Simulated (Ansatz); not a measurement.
Job for Ansatz (an electronic-structure program): U-CCSD(T)/cc-pVDZ on CH5BeN (SMILES [CH3][Be][NH2]), a point of a bond scan (R = 1.512 Å).

Ansatz 0.2 input:
```yaml
crystal:
  periodic: [false, false, false]
  atoms:
    - {symbol: Be, position_ang: [-0.05338971, -0.02644051, 0.04849133]}
    - {symbol: C, position_ang: [1.12094596, 0.43700284, -1.06892021]}
    - {symbol: H, position_ang: [2.03930215, -0.15003544, -0.97439473]}
    - {symbol: H, position_ang: [1.40420627, 1.48665163, -0.93499189]}
    - {symbol: H, position_ang: [0.77510618, 0.33497700, -2.10183487]}
    - {symbol: N, position_ang: [-1.10234757, -0.43074027, 1.05075998]}
    - {symbol: H, position_ang: [-1.72431678, -1.80426055, 1.15729916]}
    - {symbol: H, position_ang: [-1.49730479, 0.17375412, 1.75367146]}
basis:
  gaussian:
    orbitals: cc-pVDZ
correlation: {method: ccsd_t, electrons: outside_noble_gas}
scf: {omitted_lower_state_checks: [cluster_reference]}
magnetization: {spin_polarized: true, initial_magnetization: 0}
```

Program output:

```
WARN ansatz: RAYON_NUM_THREADS=1 ignored (pool sized by the plan → 1); use --threads N
Functional definition: HF
these checks for a lower state are left out or cut short: cluster_reference
integrals: 0.06 GiB planned
615 factors; integrals over basis functions are off by at most 1.4e-3 eV
mean field: 0.14 GiB planned
mean field evaluation 1: about -2984.4262 eV, gradient 2.6e1 eV
mean field evaluation 2: about -2984.5446 eV, gradient 2.7e1 eV
mean field evaluation 4: about -2988.1560 eV, gradient 2.2e0 eV
mean field evaluation 8: about -2988.2117 eV, gradient 1.7e-1 eV
mean field evaluation 16: about -2988.1973 eV, gradient 8.0e-1 eV
mean field evaluation 32: about -2988.2066 eV, gradient 2.5e-1 eV
mean field -2988.21550013 eV, -109.8148941444 hartree, gradient 3.7e-6 eV, S^2 0.056980; 3 other end points of the search recorded, 0 dependent functions left out
3 core orbitals not correlated
reference -2988.21550013 eV, -109.8148941444 hartree; 8, 8 occupied and 56, 56 virtual orbitals, 615 factors
second order -10.11316284 eV of doubles, -0.00000000 eV of singles
coupled cluster: 0.23 GiB planned
cycle   1  -10.70090520 eV  change   -5.9e-1 eV  update   8.5e-2
cycle   2  -11.06590011 eV  change   -3.6e-1 eV  update   3.7e-2
cycle   3  -11.18742837 eV  change   -1.2e-1 eV  update   2.3e-2
cycle   4  -11.19567740 eV  change   -8.2e-3 eV  update   1.2e-2
cycle   5  -11.20034874 eV  change   -4.7e-3 eV  update   5.0e-3
cycle   6  -11.20128466 eV  change   -9.4e-4 eV  update   1.7e-3
cycle   7  -11.20181253 eV  change   -5.3e-4 eV  update   4.7e-4
cycle   8  -11.20190295 eV  change   -9.0e-5 eV  update   1.8e-4
cycle   9  -11.20186174 eV  change    4.1e-5 eV  update   7.1e-5
cycle  10  -11.20186466 eV  change   -2.9e-6 eV  update   2.4e-5
cycle  11  -11.20187506 eV  change   -1.0e-5 eV  update   9.1e-6
coupled cluster: 0.24 GiB planned
perturbative correction -0.32474338 eV, -0.0119340990 hartree
Total energy: -2999.74211856 eV, -110.2384895590 hartree
Checks for a lower state left out: cluster_reference
```

The run converged.

Cost: around 6 core-seconds (rough).
